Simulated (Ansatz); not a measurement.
H3GeN, SMILES `[NH2][GeH]` (lower singlet) (charge 0, multiplicity 1). This singlet lies 1.86 eV below the relaxed triplet at the level frozen-core CCSD(T)/cc-pVTZ // PBE0-D3(BJ)/def2-TZVP (Ansatz, a quantum-chemistry and plane-wave program).

Computed with B3LYP/cc-pVTZ // PBE0-D3(BJ)/def2-TZVP run with Ansatz.

Ansatz 0.2 input:
```yaml
crystal:
  periodic: [false, false, false]
  atoms:
    - { symbol: N, position_ang: [-0.602088, -0.049502, 0.009752] }
    - { symbol: Ge, position_ang: [1.024558, -0.825007, 0.230771] }
    - { symbol: H, position_ang: [-0.764762, 0.90942, -0.252009] }
    - { symbol: H, position_ang: [-1.458553, -0.562776, 0.144038] }
    - { symbol: H, position_ang: [1.800846, 0.527865, -0.132552] }
basis:
  gaussian: { orbitals: cc-pVTZ }
hamiltonian:
  xc: b3lyp
```

Output:

```
Functional definition: B3LYP
769 factors; their error is unknown
mean field evaluation 1: about -58051.7724 eV, gradient 6.6e1 eV
mean field evaluation 2: about -58014.0480 eV, gradient 1.2e2 eV
mean field evaluation 4: about -58059.7829 eV, gradient 4.0e0 eV
mean field evaluation 8: about -58059.8351 eV, gradient 5.5e-2 eV
mean field evaluation 16: about -58059.9990 eV, gradient 5.4e-5 eV
mean field -58059.99900266 eV, -2133.6656088671 hartree, gradient 5.4e-5 eV, S^2 0.000000; 0 other end points of the search recorded, 0 dependent functions left out
reference -58059.99920510 eV, -2133.6656163067 hartree; 21, 21 occupied and 94, 94 virtual orbitals, 769 factors
Total energy: -58059.99920510 eV, -2133.6656163067 hartree
```
